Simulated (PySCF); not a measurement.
# Ionisation energy of Ru²⁺ by level of theory

Ru²⁺ [Kr] 4d6 (5D) → Ru³⁺ [Kr] 4d5 (6S), as a difference of total energies. All numbers are calculated (PySCF 2.14, the spin-free X2C one-electron Hamiltonian (Gaussian nucleus), in x2c-TZVPPall (8s6p6d2f1g, 79 functions)). Correlated levels: valence: [Kr] frozen; valence and next inner shell: [Ar] 3d10 frozen. The calculations carry no spin-orbit coupling.

```
                                method  ionisation energy (eV)  plus first-order spin-orbit estimate  difference from reference of that sum (eV)
                                   UHF                  26.542                                26.674                                      -1.796
                                   LDA                  28.949                                29.081                                      +0.611
                                   PBE                  28.680                                28.812                                      +0.342
                                  PBE0                  28.456                                28.588                                      +0.118
                                r2SCAN                  28.258                                28.390                                      -0.080
                                  BP86                  28.867                                28.999                                      +0.529
                                B2PLYP                  28.290                                28.422                                      -0.048
                                PBEsol                  28.639                                28.771                                      +0.301
                               LC-wPBE                  28.485                                28.617                                      +0.147
                         MP2 (valence)                  27.777                                27.909                                      -0.561
                     SCS-MP2 (valence)                  28.009                                28.141                                      -0.329
    MP2 (valence and next inner shell)                  27.912                                28.044                                      -0.426
SCS-MP2 (valence and next inner shell)                  27.931                                28.063                                      -0.407
```

Reference: 28.47 eV (semi-empirical (NIST evaluation); NIST Atomic Spectra Database, ionization energies).

A first-order spin-orbit estimate (lowest level to lowest level, LS coupling) adds 0.132 eV.

Errors of the correlated levels include the incompleteness of this basis and the frozen core.
